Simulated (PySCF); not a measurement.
**Orbital energies, ionisation energy and electron affinity**

Species: cis-Sn(H2O)2Cl4.
Geometry (PBE0-D3(BJ)/def2-SVP, Å), atoms numbered from 1 in this order:
```
atom  x, y, z in Å
Sn1   -0.5256   -0.0157   -0.5279
O2    -0.3505    0.2563    1.7852
H3    -0.4900   -0.6589    2.0854
H4    -1.1398    0.7529    2.0510
Cl5   -0.2185   -0.4467   -2.8269
O6     1.7916   -0.2805   -0.3758
H7     2.0731    0.6456   -0.4814
H8     2.0459   -0.7324   -1.1956
Cl9   -2.8220    0.4221   -0.2160
Cl10   0.2481    2.2429   -0.5147
Cl11  -0.5143   -2.2712    0.2477
```

Level: PBE0/def2-SVPD (PySCF). Frontier orbitals with their largest atomic shares (Löwdin; up to four atoms above 4 %):

```json
{"orbital": "HOMO−3", "ε (eV)": "-9.34", "main atoms": "Cl11 42 %, Cl10 40 %, Cl9 6 %, Cl5 5 %"}
{"orbital": "HOMO−2", "ε (eV)": "-9.14", "main atoms": "Cl9 43 %, Cl5 41 %, Cl10 6 %, Cl11 6 %"}
{"orbital": "HOMO−1", "ε (eV)": "-8.96", "main atoms": "Cl5 33 %, Cl9 23 %, Cl10 22 %, Cl11 20 %"}
{"orbital": "HOMO", "ε (eV)": "-8.91", "main atoms": "?"}
{"orbital": "LUMO", "ε (eV)": "-3.12", "main atoms": "Sn1 25 %, Cl11 16 %, Cl10 16 %, Cl5 15 %"}
{"orbital": "LUMO+1", "ε (eV)": "-0.59", "main atoms": "Sn1 21 %, O2 15 %, O6 13 %, Cl10 7 %"}
{"orbital": "LUMO+2", "ε (eV)": "-0.10", "main atoms": "O6 18 %, O2 17 %, H8 8 %, Cl10 8 %"}
```

What vertical ionisation energy does ΔSCF give, and how far is −ε(HOMO) from it?

ΔSCF: 10.66 eV (1029 kJ/mol; threshold wavelength 116 nm); ⟨S²⟩ of the doublet left behind is 0.754, against 0.75 for a pure doublet. −ε(HOMO) is 8.91 eV, 1.75 eV below it. In exact Kohn–Sham theory the two would be equal; PBE0 (global hybrid, 25 % exact exchange) falls short of its own ΔSCF value by 16 %.

On which atoms does the HOMO lie?

Cl9 (chlorine bonded to Sn) 33 %, Cl5 (chlorine bonded to Sn) 24 %, Cl11 (chlorine bonded to Sn) 22 %, Cl10 (chlorine bonded to Sn) 19 %, so no atom holds as much as 40 %. The HOMO−1 lies 0.05 eV lower.

And the vertical electron affinity, the fundamental gap, Mulliken's electronegativity and the hardness (with the factor ½)?

EA = 1.50 eV by ΔSCF (−ε(LUMO) = 3.12 eV). IE − EA = 9.16 eV against an orbital gap of 5.79 eV; (IE + EA)/2 = 6.08 eV; (IE − EA)/2 = 4.58 eV. Parr's electrophilicity index (IE + EA)²/[8(IE − EA)] is 2.02 eV.

The lowest singlet excitation (vertical TDDFT, same level) lies at 4.49 eV. How far is it below IE − EA?

IE − EA = 9.16 eV, so by 4.67 eV.

With α = 111.0 au, estimate the like-pair dispersion coefficient by London's formula C6 = (3/4)α²I.

I = 0.3918 Eh, so C6 ≈ 3620 au, a rough estimate.

Geometry: PBE0-D3(BJ)/def2-SVP; no solvent, vibrations or thermal averaging. Atoms past krypton carry effective core potentials; spin–orbit coupling is left out.

These values come from a run that also computed excited states and ΔSCF ions. On Arm Neoverse V1, one thread, no GPU, on a shared host, this took 4.1 min (with the writing of density and orbital grids) and 1.1 GiB of memory at its peak.
